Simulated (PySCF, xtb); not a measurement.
Si(OH)3(PH2) (H5O3PSi), SMILES O[Si](O)(O)P.

GFN2-xTB run with xtb at its own geometry gives an orbital gap of 5.06 eV and a dipole moment of 1.59 D.

The structure is a stationary point at B3LYP-D3(BJ)/def2-SVP. The structure was generated by enumeration, and PubChem lists no compound with its InChIKey, so it may never have been made. The values are those of a single conformer.

### Question
What does ωB97X/def2-TZVP run with PySCF give? (The exact figures need the calculation; the answer reports its results.)

### Answer
gap 12.26 eV (levels -9.92 and 2.34 eV), dipole 1.42 D.
